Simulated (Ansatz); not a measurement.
Two isomers of C3H6BF: A = `FB1CCC1`, B = `B/C=C/CF`.

Isolated molecules relaxed with PBE0-D4/def2-TZVP in Ansatz; ΔE leaves out vibrations. CCSD(T)/CBS adds triple-zeta CCSD(T) − MP2 to the extrapolated MP2 energy (def2 sets, frozen cores). DFT in def2-TZVPP. B3LYP here is the variant with VWN-RPA as its local correlation; programs differ in this. Each species was taken in one conformer, which may not be the lowest.

A:

Z-matrix (Å, degrees):
```
C
B 1 1.571
C 1 1.558 2 84.4
H 1 1.091 2 120.8 3 -119.3
H 1 1.095 2 112.6 3 111.2
F 2 1.319 1 132.9 3 160.2
C 2 1.570 1 93.7 3 -12.8
H 3 1.091 1 115.5 2 134.0
H 3 1.091 1 111.3 2 -102.1
H 7 1.095 2 112.7 1 -98.5
H 7 1.091 2 120.8 1 132.0
```

B:

Z-matrix (Å, degrees):
```
C
F 1 1.373
C 1 1.481 2 112.6
H 1 1.098 2 108.3 3 121.9
H 1 1.098 2 108.3 3 -121.9
C 3 1.341 1 126.3 2 0.0
H 3 1.090 1 114.1 2 -180.0
B 6 1.529 3 120.1 1 180.0
H 6 1.087 3 117.3 1 0.0
H 8 1.199 6 118.8 3 0.0
H 8 1.196 6 122.0 3 -180.0
```

**Question.** Which isomer does CCSD(T)/CBS put lower? Give the gap. (Estimate.)

**Answer.** Computed: A, by 226.9 kJ/mol.

**Question.** Give E(B) − E(A) in kJ/mol with B3LYP, B2PLYP, CCSD(T)/def2-TZVPP, r2SCAN-D4, ωB97M-V, HF/def2-TZVPP, B3LYP-D4. (Estimate.)

**Answer.** Ansatz gave: B3LYP 208.4, B2PLYP 217.9, CCSD(T)/def2-TZVPP 226.1, r2SCAN-D4 228.8, ωB97M-V 232.0, HF/def2-TZVPP 196.4, B3LYP-D4 210.1. None reverses the order clearly.

Largest T1 diagnostic: 0.011.

In def2-TZVPP, CCSD(T) changes the Hartree–Fock value by +29.7 kJ/mol (the triples alone add −0.4 kJ/mol) and MP2 by +43.6 kJ/mol. From PBE to PBE0 (25 % exact exchange), in def2-TZVPP and without D4, E(B) − E(A) moves by +9.4 kJ/mol.
